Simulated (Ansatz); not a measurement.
The cluster CoSi₃. Total charge 0; doublet. Geometry PBE-D4/def2-SVP, basis def2-TZVP, Ansatz.

```xyz
4

Co    0.297    1.075   -0.323
Si    1.791   -0.375    0.233
Si   -0.321   -1.161    0.349
Si   -1.767    0.461   -0.259
```

```json
{"run": "A", "HOMO (eV)": "-5.31", "LUMO (eV)": "-3.77"}
{"run": "B", "HOMO (eV)": "-4.89", "LUMO (eV)": "-4.01"}
{"run": "C", "HOMO (eV)": "-4.72", "LUMO (eV)": "-3.83"}
{"run": "D", "HOMO (eV)": "-5.37", "LUMO (eV)": "-3.89"}
{"run": "E", "HOMO (eV)": "-6.95", "LUMO (eV)": "-2.27"}
```

The structure comes from a short search, and lower isomers may exist.

HOMO and LUMO are taken over both spins.

The runs used B97M-V, BLYP, CAM-B3LYP, PBE, r2SCAN. Estimate which is which.

A r2SCAN (0 % exact exchange); B PBE (0 % exact exchange); C BLYP (0 % exact exchange); D B97M-V (0 % exact exchange); E CAM-B3LYP (range-separated). Exact exchange lowers occupied and raises empty levels; among semilocal functionals meta-GGAs tend to open the gap a little, and such runs are hard to tell apart. The gap grows from 0.88 eV (PBE) to 4.68 eV (CAM-B3LYP). At r2SCAN-D4/def2-TZVP, B97M-V/def2-TZVP, CAM-B3LYP-D4/def2-TZVP the charge 0 doublet is spin-contaminated (final ⟨S²⟩ up to 1.02, 0.75 for a pure state).
